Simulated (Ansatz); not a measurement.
Gas-phase electronic energies from Ansatz, PBE0-D4/def2-TZVP geometries. CCSD(T)/CBS adds triple-zeta CCSD(T) − MP2 to the extrapolated MP2 energy (def2 sets, frozen cores). This one scheme is used for every species. DFT in def2-TZVPP. B3LYP here is the variant with VWN-RPA as its local correlation; programs differ in this. For Ge outer-core shells are correlated without core-valence functions, which leaves a few kJ/mol of doubt a bond. Scalar relativity is left out up to krypton.

Consider the formal exchange of groups at a Ge–N bond: `C=[N][GeH3]` + `[Cl][AlH][Cl]` → `[Cl][Al]([Cl])[GeH3]` + `C=N`.

`C=[N][GeH3]`:

Cartesian coordinates in Å:
```
C 0.528 1.079 -0.945
N -0.365 0.197 -0.870
Ge -0.479 -0.857 0.662
H 1.276 1.293 -0.164
H 0.599 1.703 -1.845
H 0.622 -0.454 1.669
H -0.309 -2.319 0.227
H -1.873 -0.642 1.266
```

`[Cl][AlH][Cl]`:

```xyz
4

Cl   -0.645   -1.587   -1.055
Al    0.005   -0.013    0.143
Cl    0.583    1.757   -0.788
H     0.058   -0.157    1.699
```

`[Cl][Al]([Cl])[GeH3]`:

Z-matrix (Å, degrees):
```
Ge
Al 1 2.455
H 1 1.538 2 110.1
H 1 1.538 2 110.1 3 118.7
H 1 1.536 2 111.5 3 -120.7
Cl 2 2.090 1 122.2 3 121.0
Cl 2 2.090 1 120.8 3 -59.0
```

`C=N`:

```xyz
5

C     0.307    0.022    0.240
N    -0.928   -0.079    0.008
H     1.085    0.100   -0.529
H     0.649    0.035    1.277
H    -1.112   -0.079   -0.996
```

```
               species  B3LYP energy (Eh)
         `C=[N][GeH3]`        -2172.92435
       `[Cl][AlH][Cl]`        -1163.65470
`[Cl][Al]([Cl])[GeH3]`        -3241.91943
                 `C=N`          -94.67340
```

(1) Work out ΔE.

Largest T1 diagnostic among the species: 0.013.

## Answers

(1) ΔE = (-3241.91943) + (-94.67340) − (-2172.92435) − (-1163.65470) = -0.01378 Eh = -36.2 kJ/mol. CCSD(T)/CBS gives -37.4 kJ/mol.

From BLYP to BHLYP (50 % exact exchange), in def2-TZVPP and without D4, ΔE moves by +4.0 kJ/mol. Leaving LDA and LC-ωPBE aside and taking each functional with its dispersion term where it has one, the values, not all of them listed here, spread over 21.5 kJ/mol, from PBE-D4 to B97M-V.
